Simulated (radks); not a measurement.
Q: The mean radii <r> (bohr) of the occupied orbitals of an atom or ion are listed with their occupations. All-electron calculation, Dirac Kohn-Sham, PBEsol, spin-unpolarised, spherical densities, point nucleus. Program: a radial shooting solver on a logarithmic mesh with Libxc functionals.

| orbital | occ. | <r> |
|---|---|---|
| 1s1/2 | 2 | 0.04863 |
| 2s1/2 | 2 | 0.2177 |
| 2p1/2 | 2 | 0.1884 |
| 2p3/2 | 4 | 0.1919 |
| 3s1/2 | 2 | 0.6475 |
| 3p1/2 | 2 | 0.6640 |
| 3p3/2 | 4 | 0.6741 |
| 3d3/2 | 3.6 | 0.7417 |
| 3d5/2 | 5.4 | 0.7459 |
| 6p1/2 | 0.333333 | 7.395 |
| 6p3/2 | 0.666667 | 7.421 |

Name the element and its charge. Open shells, if any, are shared by 2j + 1.

A: Z = 31, gallium, charge +3: Ga3+ in [Ar] 3d9 6p1. The 1s radius gives Z: for a bare nucleus <r> = (2 gamma + 1)/(2Z) with gamma = sqrt(1 - (Z/c)^2), 0.04755 bohr for Z = 31, and screening makes it slightly larger (0.04863 here). The occupations add up to 28, and the charge is Z minus that.
